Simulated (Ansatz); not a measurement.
Frontier orbitals of `OC(F)O[SiH3]`.

```xyz
10

O    -0.4522   -2.0267   -0.9921
C    -0.3740   -0.6876   -0.8190
F    -1.6310   -0.1599   -0.5602
O     0.4372   -0.3755    0.2394
Si    0.6004    1.1582    0.8670
H    -0.5545   -2.4341   -0.1234
H    -0.0396   -0.2378   -1.7586
H     0.7160    2.1353   -0.2463
H    -0.5490    1.5151    1.7305
H     1.8468    1.1130    1.6626
```

The species carries charge 0 and has multiplicity 1. The geometry is a stationary point of PBE0-D4/def2-TZVP. It is one conformer, not always the lowest. Basis def2-TZVPP, Ansatz.

Orbital energies of one run (eV). Highest occupied ones, from the top: -11.89, -12.34, -12.60, -13.50, -13.79, -13.84, -14.66, -15.60, -17.20, -18.34, -18.89, -20.13, -22.70, -31.57. Empty: 2.31, 3.46, 3.61, 3.73, 3.96, 4.73.

(1) Which functional gave them?
A. LC-ωPBE
B. r2SCAN0
C. LDA (SPW92)
D. B97M-V

Results:

(1) A. HOMO energies: LC-ωPBE -11.89, B97M-V -8.07, LDA (SPW92) -7.68, r2SCAN0 -9.35 eV.

LC-ωPBE has ω = 0.4 bohr⁻¹.
